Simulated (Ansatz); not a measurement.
Geometry optimisation, Ansatz 0.2.0, RKS revPBE/def2-SVP.

The input (input.yaml):

```yaml
crystal:
  periodic: [false, false, false]
  atoms:
    - { symbol: Ge, position_ang: [-0.798421, 0.0, 0.23801] }
    - { symbol: H, position_ang: [1.566796, 0.0, 1.642456] }
    - { symbol: F, position_ang: [2.011303, 0.0, 0.822046] }
    - { symbol: H, position_ang: [-0.731839, 1.152254, -0.885706] }
    - { symbol: H, position_ang: [-0.731839, -1.152254, -0.885706] }
basis:
  gaussian: { orbitals: def2-SVP }
hamiltonian:
  xc: revpbe
relax:
  f_tol: 0.03
  max_steps: 50
```

Run as:

```bash
$ ansatz run input.yaml --threads 1 --pin off --max-ram 2048MiB --backend cpu --events-out ev --progress --plain --runs-dir out
```

Q: Where does it end, and by what steps?

A: The run converged. After 6 steps the energy has fallen by 0.107 eV; F3 moved furthest, 0.41 Å.

```json
{"step": "0", "energy less start (eV)": "0.0000", "largest force component (eV/Å)": "0.381", "accepted": "yes"}
{"step": "1", "energy less start (eV)": "-0.0539", "largest force component (eV/Å)": "1.172", "accepted": "yes"}
{"step": "2", "energy less start (eV)": "-0.0896", "largest force component (eV/Å)": "0.278", "accepted": "yes"}
{"step": "3", "energy less start (eV)": "-0.1016", "largest force component (eV/Å)": "0.090", "accepted": "yes"}
{"step": "4", "energy less start (eV)": "-0.1054", "largest force component (eV/Å)": "0.041", "accepted": "yes"}
{"step": "5", "energy less start (eV)": "-0.1066", "largest force component (eV/Å)": "0.040", "accepted": "yes"}
{"step": "6", "energy less start (eV)": "-0.1072", "largest force component (eV/Å)": "0.020", "accepted": "yes"}
```

```xyz
5
Properties=species:S:1:pos:R:3
Ge -0.730 0.000 0.304
H 1.563 0.000 1.592
F 1.638 0.000 0.654
H -0.577 1.155 -0.809
H -0.577 -1.155 -0.809
```

Whether the end is a true minimum wasn't checked by a vibrational analysis.

Run time: 9.1 s on 1 thread of Arm Neoverse V1, on a shared host, peak memory 0.11 GiB.
